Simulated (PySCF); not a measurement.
Species: C4H7O3 (doublet state).
SMILES with atom numbers: `[CH3:1][O:2][CH:3][CH2:4][C:5](=[O:6])[OH:7]` (hydrogens: H8, H9, H10 on C1; H11 on C3; H12, H13 on C4; H14 on O7)

The calculation used PySCF, PBE0-D3(BJ)/def2-SVP geometry optimisation, gas phase.

**Question.** What internal coordinates does the optimisation give?

**Answer.** 
| bond | length (bohr) | order |
| --- | --- | --- |
| C1–O2 | 2.649 | single |
| O2–C3 | 2.544 | single |
| C3–C4 | 2.815 | single |
| C4–C5 | 2.861 | single |
| C5=O6 | 2.274 | double |
| C5–O7 | 2.531 | single |
| C1–H8, C1–H9, C1–H10 | 2.083 | single |
| C3–H11 | 2.077 | single |
| C4–H12, C4–H13 | 2.078 | single |
| O7–H14 | 1.833 | single |

Bonds in one row agree within 0.02 bohr and their mean is given. Orders are formal, as drawn. A selection of angles:
| angle | degrees |
| --- | --- |
| O2–C1–H8 | 107.5 |
| O2–C1–H9 | 111.4 |
| H8–C1–H9 | 109.1 |
| C1–O2–C3 | 115.9 |
| O2–C3–C4 | 115.3 |
| O2–C3–H11 | 117.1 |
| C4–C3–H11 | 119.9 |
| C3–C4–C5 | 111.0 |
| C3–C4–H12 | 109.9 |
| C5–C4–H12 | 107.2 |
| C5–C4–H13 | 109.7 |
| H12–C4–H13 | 110.0 |
| C4–C5–O6 | 125.1 |
| C4–C5–O7 | 112.1 |
| O6–C5–O7 | 122.7 |
| C5–O7–H14 | 106.3 |

Torsions: C1–O2–C3–C4 -173° (antiperiplanar); O2–C3–C4–C5 82° (synclinal); C3–C4–C5–O6 93° (anticlinal); H14–O7–C5–C4 176° (antiperiplanar). The mirror-image conformer, all signs reversed, is as good.

Of the pairs four or more bonds apart, H10···H11 is among the closest relative to their van der Waals radii: 2.43 Å, 101 % of the sum of Bondi's values. The 4 C–O bonds span 1.203 Å (C5=O6, drawn double) to 1.402 Å (C1–O2, drawn single), a spread of 0.199 Å. C3 (carbon bonded to C, O and H) has angles 119.9°, 117.1° and 115.3°, sum 352.3°, 0.21 Å off the plane of its three neighbours. C5 (carbon bonded to C and 2 O) is planar (angles 125.1°, 122.7° and 112.1°, sum 359.9°, 0.02 Å off the plane of its three neighbours). The 2 C–C bonds span 1.489 Å (C3–C4, drawn single) to 1.514 Å (C4–C5, drawn single), a spread of 0.025 Å.

Point group: C1 (no symmetry element, even within 0.4 Å). No PBE0-D3(BJ)/def2-SVP frequencies stand behind this structure, so it isn't proved a minimum. ⟨S²⟩ = 0.754 (exact for a doublet: 0.75). Torsions: C1–O2–C3–C4 -173°, O2–C3–C4–C5 82°, C3–C4–C5–O6 93°, C4–C5–O7–H 176°.
